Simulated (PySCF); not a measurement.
B3LYP has the VWN-RPA correlation part, as in Gaussian. Delta-SCF ions had no search for a lower state. Excitations are Tamm–Dancoff values on a coarser integration grid. The basis has no diffuse functions, so Rydberg states are missing or too high.

**C10H9ClSi, SMILES `c1([SiH3])cc(Cl)c2c(c1)cccc2` (charge 0, multiplicity 1)**

Level of theory: B3LYP-D3(BJ)/def2-TZVP // PBE0-D4/def2-SVP (PySCF).

| Item | Value |
|---|---|
| HOMO | -6.32 eV |
| dipole moment | 1.64 D |
| HOMO–LUMO gap | 4.55 eV |
| LUMO | -1.78 eV |
| S1 excitation (TDA) | 4.27 eV |
| S1 oscillator strength | 0.029 |
| brightest of the four lowest singlets (TDA) | 4.34 eV |
| T1 excitation (TDA) | 2.90 eV |
| S1–T1 gap (TDA) | 1.37 eV |
| vertical ionisation energy (Delta-SCF) | 7.99 eV |
| total energy | -30923.80 eV |
| cost | very roughly 40 core-minutes |

Bonded distances (Å): Si1–C2 1.878, Si1–H13 1.496, Si1–H14 1.495, Si1–H15 1.494, C2–C3 1.421, C2–C12 1.381, C3–C4 1.374, C3–H16 1.093, C4–Cl5 1.735, C4–C6 1.424, C6–C7 1.416, C6–C11 1.429, C7–C8 1.376, C7–H17 1.091, C8–C9 1.413, C8–H18 1.092, C9–C10 1.375, C9–H19 1.092, C10–C11 1.418, C10–H20 1.093, C11–C12 1.418, C12–H21 1.094. Bond angles (°): C2–Si1–H13 110.7, C2–Si1–H14 110.6, C2–Si1–H15 108.9, H13–Si1–H14 107.8, H13–Si1–H15 109.4, H14–Si1–H15 109.4, Si1–C2–C3 120.3, Si1–C2–C12 121.1, C3–C2–C12 118.6, C2–C3–C4 120.8, C2–C3–H16 120.7, C4–C3–H16 118.4, C3–C4–Cl5 118.8, C3–C4–C6 121.8, Cl5–C4–C6 119.4, C4–C6–C7 123.5, C4–C6–C11 117.3, C7–C6–C11 119.1, C6–C7–C8 120.6, C6–C7–H17 118.7, C8–C7–H17 120.7, C7–C8–C9 120.6, C7–C8–H18 119.7, C9–C8–H18 119.7, C8–C9–C10 120.1, C8–C9–H19 119.8, C10–C9–H19 120.1, C9–C10–C11 120.9, C9–C10–H20 120.5, C11–C10–H20 118.5, C6–C11–C10 118.8, C6–C11–C12 119.7, C10–C11–C12 121.5, C2–C12–C11 121.7, C2–C12–H21 120.5, C11–C12–H21 117.9.
Charge 0, spin multiplicity 1.
